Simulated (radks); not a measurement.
Spherical quantum dot in the effective-mass picture: electrons in a parabolic well V = omega^2 r^2 / 2 with omega = 1.71, with a point charge +1 (a donor) at the centre, all in effective atomic units (hartree* = m*/eps^2 hartree, bohr* = eps/m* bohr), one dielectric constant everywhere. Method: non-relativistic Kohn-Sham, exchange-only LDA, spin-polarised, spherical densities; computed with a radial shooting solver with Libxc functionals. Levels are named by radial order and angular momentum (1s, 1p, 1d, 2s, ...), and open shells are averaged over m.

N = 8, configuration 1s2 1p6. This is the lowest configuration that the search found. Occupied and some empty levels:

level,occupation,eigenvalue (hartree*),<r> (bohr*)
1s,2,7.1033,0.8960
1p,6,8.6376,1.280
2s,0,9.7997,1.347
1d,0,10.022,1.518
1f,0,11.442,1.707

Energy (hartree*): total 43.2268, kinetic 12.801, external 10.380, Hartree 24.185, exchange-correlation -4.1390. Static polarisability (adiabatic kernel): 2.583 bohr*^3, against N/omega^2 = 2.736 from the generalised Kohn theorem, which the central charge breaks.

Electron density:

r (bohr*),n(r) (e/bohr*^3)
0.0505,1.313
0.241,0.9789
0.432,0.8212
0.622,0.7321
0.813,0.6434
1.00,0.5282
1.19,0.3921
1.38,0.2592
1.57,0.1502
1.76,0.07627
1.96,0.03357
2.15,0.01290
2.34,0.004286
2.53,0.001246
